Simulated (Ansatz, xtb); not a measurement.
# Two structures of BCaGaH2

Structure X is a triplet given by its coordinates and structure Y is `[BH]1[Ca][GaH]1`, a singlet. Both are isolated molecules in the gas phase, relaxed with B3LYP-D3(BJ)/6-311G**.

X (Å):

```xyz
5

B    -0.0865   -0.1474    2.2213
Ca    0.2109    1.1228    0.1331
Ga    2.0017    0.2964    2.6492
H    -1.1056   -0.0985    1.5378
H    -0.2523   -0.7728    3.2389
```

Close contacts (Å): B1–Ca2 2.46, B1–Ga3 2.18, Ca2–Ga3 3.20, B1–H4 1.23, B1–H5 1.21, Ca2–H4 2.28.

Y (Å):

```yaml
atoms:
  - { symbol: B, position_ang: [1.2806, -0.1158, 2.1041] }
  - { symbol: Ca, position_ang: [0.8889, 0.1400, 4.4989] }
  - { symbol: Ga, position_ang: [2.4895, -1.5765, 2.5191] }
  - { symbol: H, position_ang: [1.5446, 1.0676, 2.1169] }
  - { symbol: H, position_ang: [2.8078, -3.1076, 2.4396] }
```

Problem. Estimate which is lower in electronic energy at CCSD(T)/def2-TZVPP, and by roughly how much.

Solution. The CCSD(T)/def2-TZVPP calculation puts structure X lower, by 0.403 eV.

The same difference at several levels:

| level | geometry | E(Y) − E(X) (eV) | departure from the last row (eV) | job, with rough time for the two |
| --- | --- | --- | --- | --- |
| B3LYP-D3(BJ)/6-311G** | B3LYP-D3(BJ)/6-311G** | +0.715 | +0.312 | optimisation, 86 s |
| HF/def2-TZVPP | B3LYP-D3(BJ)/6-311G** | +1.790 | +1.387 | part of the CCSD(T) run |
| MP2/def2-TZVPP | B3LYP-D3(BJ)/6-311G** | +0.266 | −0.136 | part of the CCSD(T) run |
| CCSD(T)/def2-TZVPP | B3LYP-D3(BJ)/6-311G** | +0.403 |  | single point, 2.8 min |

The levels shown agree on the order. The largest departure from CCSD(T)/def2-TZVPP is that of HF/def2-TZVPP, 1.387 eV. Levels run at GFN2-xTB geometries aren't shown. The triplet state of X needn't be its ground state.

With harmonic frequencies from B3LYP-D3(BJ)/6-311G** (ideal gas, rigid rotor, one conformer each, 298.15 K, 1 atm): the zero-point term adds −0.046 eV; ΔH is +0.352 and ΔG +0.410 eV.

The T1 diagnostic of structure Y is large, so the coupled-cluster value is less sure. Open shells are spin-unrestricted. The correlated steps freeze 15 core orbitals; the filled d shell of Ga is correlated; the last core shell of Ca is correlated, in a basis made for valence electrons. ΔG holds the spin degeneracy. Mirror images aren't counted in ΔG. Codes used: Ansatz 0.2.0; the last row on 2 threads of Arm Neoverse V1 on a shared host.
